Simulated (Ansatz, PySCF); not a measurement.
TaOF3, SMILES [O]=[Ta]([F])([F])[F], multiplicity 1.

Geometry optimised at B3LYP-D3(BJ)/def2-SVP. The spin state was assumed, not searched. The isomer is the one that the SMILES or the coordinates give; other isomers of the formula were not compared. The def2 effective core potentials stand for the cores of Ta; spin–orbit coupling is left out.

Vertical ionisation energy (IE) and electron affinity (EA) in eV. Rows of orbital energies are one-electron estimates. Where ΔSCF, EOM or ADC give a negative EA the extra electron is unbound and the value depends on the basis.

```csv
level,IE,EA
"−ε(HOMO), −ε(LUMO), PBE0/def2-TZVP (PySCF)",10.31,1.78
"−ε(HOMO), −ε(LUMO), PBE/def2-TZVP (PySCF)",?,?
"ΔSCF, PBE0/def2-SVPD (Ansatz), final states of multiplicity 2 and 2",12.73,-0.25
"ΔSCF, PBE/def2-SVPD (Ansatz), final states of multiplicity 2 and 2",12.54,-0.21
```

Question: Some entries are withheld; supply them. (The exact figures need the calculation; the answer reports its results.)

Answer: 
- −ε(HOMO), −ε(LUMO), PBE/def2-TZVP (PySCF), IE: 8.65
- −ε(HOMO), −ε(LUMO), PBE/def2-TZVP (PySCF), EA: 2.61

Question: What vertical singlet–triplet gap does ΔSCF give with PBE0/def2-SVPD (Ansatz, an electronic-structure program) and with PBE/def2-SVPD (Ansatz)? (An estimate is asked for; the answer gives what the named calculation found.)

Answer: 5.83 and 6.20 eV (triplet above singlet where positive).
